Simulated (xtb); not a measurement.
Harmonic IR lines of one isomer of C₃H₃F, unscaled. Computed with GFN2-xTB (xtb).

```csv
wavenumber (cm⁻¹),relative intensity
190,4.5
507,9.4
642,35
684,20
955,39
1033,100
1190,7.5
1298,13
2911,28
2921,33
3398,12
```

Problem. Which structure gives these lines?
A. `C=C=CF`
B. `CC#CF`
C. `FC1=CC1`
D. `C#CCF`

Solution. D, `C#CCF`
